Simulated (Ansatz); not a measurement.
Geometry optimisation, Ansatz 0.2.0, RKS PBE0/def2-SVP.

Input:

```yaml
crystal:
  periodic: [false, false, false]
  atoms:
    - { symbol: C, position_ang: [-1.4193, 0.1835, 1.0299] }
    - { symbol: O, position_ang: [-1.2063, 0.0298, -0.3544] }
    - { symbol: C, position_ang: [-0.0734, -0.7534, -0.5359] }
    - { symbol: F, position_ang: [-0.0979, -1.4771, -1.6894] }
    - { symbol: Ge, position_ang: [1.5244, 0.3909, -0.7222] }
    - { symbol: H, position_ang: [-0.5992, 0.7007, 1.5408] }
    - { symbol: H, position_ang: [-1.7278, -0.7275, 1.5088] }
    - { symbol: H, position_ang: [-2.2858, 0.9432, 1.1104] }
    - { symbol: H, position_ang: [0.1356, -1.4618, 0.3509] }
    - { symbol: H, position_ang: [1.7457, 1.2, 0.6275] }
    - { symbol: H, position_ang: [2.7617, -0.4734, -0.9677] }
    - { symbol: H, position_ang: [1.3192, 1.3899, -1.8645] }
basis:
  gaussian: { orbitals: def2-SVP }
hamiltonian:
  xc: pbe0
relax:
  f_tol: 0.015
  max_steps: 40
output:
  orbitals: {}
```

Launched with:

```bash
$ ansatz run input.yaml --threads 2 --pin off --max-ram 3072MiB --backend cpu --events-out ev --progress --plain --runs-dir out
```

Task: Where does it end, and by what steps?

Result: It converged. After 20 steps the energy has fallen by 0.498 eV; H6 moved furthest, 1.41 Å.

```tsv
step	energy less start (eV)	largest force component (eV/Å)	accepted
0	0.0000	2.806	yes
1	-0.2625	0.826	yes
2	-0.3002	0.247	yes
3	-0.3019	0.353	yes
4	-0.3116	0.148	yes
5	-0.3199	0.158	yes
6	-0.3228	0.880	yes
7	-0.3428	0.267	yes
8	-0.3756	0.383	yes
9	-0.4079	0.539	yes
10	-0.4524	0.352	yes
11	-0.4323	0.610	no
12	-0.4731	0.098	yes
13	-0.4831	0.053	yes
14	-0.4902	0.261	yes
15	-0.4948	0.092	yes
16	-0.4955	0.120	yes
17	-0.4970	0.050	yes
18	-0.4976	0.016	yes
19	-0.4977	0.018	yes
20	-0.4977	0.009	yes
```

```xyz
12
Properties=species:S:1:pos:R:3
C -1.780 0.067 0.981
O -0.687 0.507 0.208
C 0.246 -0.451 -0.069
F -0.275 -1.415 -0.918
Ge 1.775 0.425 -0.975
H -1.441 -0.358 1.944
H -2.371 -0.694 0.445
H -2.414 0.941 1.180
H 0.549 -0.996 0.851
H 2.417 1.445 -0.020
H 2.806 -0.651 -1.356
H 1.253 1.125 -2.237
```

Time of the run: 87 s on 2 threads of Arm Neoverse V2, with other jobs on the host, peak memory 0.32 GiB.
